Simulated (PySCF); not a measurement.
C5H6Se, SMILES C=CC1=C[Se]C1.

The structure is a stationary point at B3LYP-D3(BJ)/def2-SVP. This is a generated structure with no PubChem entry under its InChIKey; it may be hypothetical. One conformer was computed; it need not be the lowest.

Calculation: TDA-LC-ωPBE/def2-SVPD (PySCF).

Vertical excitations. Gas-phase values at a fixed geometry. State labels are in the subgroup Cs.

Estimate the UV-visible absorptions. (Estimate from the structure and the level; the computed values follow.)


```json
[
 {"state": "S1", "symmetry": "A\"", "energy (eV)": "3.75", "λ (nm)": "330", "f": "0.000", "main pairs": "HOMO→LUMO+1 75 %, HOMO→LUMO+5 13 %"},
 {"state": "S2", "symmetry": "A'", "energy (eV)": "5.02", "λ (nm)": "247", "f": "0.434", "main pairs": "HOMO→LUMO 91 %"},
 {"state": "S3", "symmetry": "A\"", "energy (eV)": "5.70", "λ (nm)": "217", "f": "0.014", "main pairs": "HOMO→LUMO+2 68 %, HOMO→LUMO+8 17 %"},
 {"state": "S4", "symmetry": "A\"", "energy (eV)": "6.38", "λ (nm)": "194", "f": "0.063", "main pairs": "HOMO→LUMO+3 74 %"},
 {"state": "S5", "symmetry": "A\"", "energy (eV)": "6.58", "λ (nm)": "188", "f": "0.000", "main pairs": "HOMO−1→LUMO+1 59 %, HOMO−3→LUMO+1 10 %, HOMO−1→LUMO+5 10 %"},
 {"state": "S6", "symmetry": "A'", "energy (eV)": "6.77", "λ (nm)": "183", "f": "0.160", "main pairs": "HOMO−1→LUMO 52 %, HOMO−2→LUMO+1 26 %"},
 {"state": "S7", "symmetry": "A\"", "energy (eV)": "6.88", "λ (nm)": "180", "f": "0.002", "main pairs": "HOMO−2→LUMO 83 %"},
 {"state": "S8", "symmetry": "A'", "energy (eV)": "7.01", "λ (nm)": "177", "f": "0.104", "main pairs": "HOMO→LUMO+4 86 %"},
 {"state": "S9", "symmetry": "A\"", "energy (eV)": "7.15", "λ (nm)": "173", "f": "0.000", "main pairs": "HOMO→LUMO+5 74 %, HOMO→LUMO+1 12 %"},
 {"state": "S10", "symmetry": "A'", "energy (eV)": "7.46", "λ (nm)": "166", "f": "0.421", "main pairs": "HOMO−2→LUMO+1 42 %, HOMO−1→LUMO 29 %"},
 {"state": "T1", "symmetry": "A'", "energy (eV)": "2.74", "λ (nm)": "452", "f": "0", "main pairs": "HOMO→LUMO 76 %, HOMO−1→LUMO 16 %"},
 {"state": "T2", "symmetry": "A\"", "energy (eV)": "3.23", "λ (nm)": "384", "f": "0", "main pairs": "HOMO→LUMO+1 70 %, HOMO→LUMO+5 15 %"},
 {"state": "T3", "symmetry": "A'", "energy (eV)": "4.58", "λ (nm)": "271", "f": "0", "main pairs": "HOMO−3→LUMO 35 %, HOMO→LUMO+9 26 %, HOMO−1→LUMO 21 %, HOMO−1→LUMO+9 7 %"},
 {"state": "T4", "symmetry": "A\"", "energy (eV)": "5.16", "λ (nm)": "240", "f": "0", "main pairs": "HOMO→LUMO+2 55 %, HOMO→LUMO+8 28 %"}
]
```
Triplets are in the Tamm–Dancoff approximation.
